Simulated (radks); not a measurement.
The lead ion Pb+, 81 electrons, occupied as [Hg] 6p1 (the NIST ground configuration). All-electron calculation, Dirac Kohn-Sham, PBEsol, spin-unpolarised, spherical densities, finite nucleus; open shells fill j = l - 1/2 first; Fermi nuclear charge, rms radius 5.5012 fm. Program: a radial shooting solver on a logarithmic mesh with Libxc functionals.

Spin-orbit splittings of the eigenvalues, e(l+1/2) - e(l-1/2), with zeta = 2 splitting/(2l+1) and mean radii in bohr:

shell  occ.  splitting (eV)  zeta (eV)  <r> j=l-1/2  <r> j=l+1/2
2p        6            2188       1459      0.05489      0.06380
3p        6           488.1      325.4       0.1645       0.1807
3d       10           103.9      41.57       0.1570       0.1619
4p        6           119.6      79.72       0.3854       0.4200
4d       10           22.32      8.930       0.4247       0.4358
4f       14           5.032      1.438       0.4508       0.4572
5p        6           22.42      14.95       0.9126        1.005
5d       10           2.595      1.038        1.276        1.324
6p        1           1.857      1.238        2.767        3.112
